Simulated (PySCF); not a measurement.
## Optical rotation: `CN[Si@@H]1S[SiH2][Si@H]1[SiH3]`, CH11NSSi4

Cartesian coordinates in Å; atom numbers follow the order of the lines, from 1:
```xyz
18

C     3.042    0.359   -0.326
N     2.047   -0.554   -0.829
Si    0.666   -1.002    0.079
S    -0.466   -2.360   -1.200
Si   -2.083   -0.932   -1.453
Si   -1.050    0.603   -0.001
Si   -2.131    1.263    1.940
H     3.548    0.860   -1.153
H     2.547    1.109    0.287
H     3.798   -0.140    0.291
H     2.425   -1.216   -1.492
H     0.957   -1.771    1.297
H    -2.215   -0.695   -2.888
H    -3.304   -1.604   -1.016
H    -0.628    1.816   -0.740
H    -2.348    0.143    2.856
H    -3.440    1.852    1.657
H    -1.373    2.275    2.678
```

Computed, not measured: PySCF 2.14.0, TDDFT CAM-B3LYP/def2-SVPD circular dichroism and optical rotation, one conformer, gas phase. Geometry: GFN2-xTB.

The molecule is flexible and this is one conformer; a measurement averages over conformers.

Stereocentres: Si3 S, Si6 R.

Q: What is the specific rotation at 633, 589.3, 546, 436, 405, 365, 355 nm?

A: [α] in deg dm⁻¹ (g/mL)⁻¹:
| λ (nm) | origin-invariant length gauge | modified velocity gauge | length gauge (centre of mass) | isotropic polarisability (au) |
| --- | --- | --- | --- | --- |
| 633 | +20.2 | +24.1 | +20.6 | 159.7 |
| 589.3 | +24.9 | +29.4 | +25.4 | 160.6 |
| 546 | +31.6 | +36.6 | +32.2 | 161.8 |
| 436 | +69.6 | +76.8 | +70.6 | 166.8 |
| 405 | +93.9 | +101.8 | +95.1 | 169.1 |
| 365 | +150.6 | +159.1 | +152.2 | 173.4 |
| 355 | +173.0 | +181.5 | +174.7 | 174.7 |

Q: And for the mirror image at 589.3 nm?

A: -24.9 deg dm⁻¹ (g/mL)⁻¹ (origin-invariant length gauge): the same size and the opposite sign.

Q: What is the molar rotation [Φ] = [α]·M/100 of the geometry above at 589.3 nm?

A: With M = 181.51 g/mol, +45.3 deg cm² dmol⁻¹ (origin-invariant length gauge).

The first excitation lies at 5.09 eV (244 nm) with R = +2.6 × 10⁻⁴⁰ esu² cm² (velocity form).
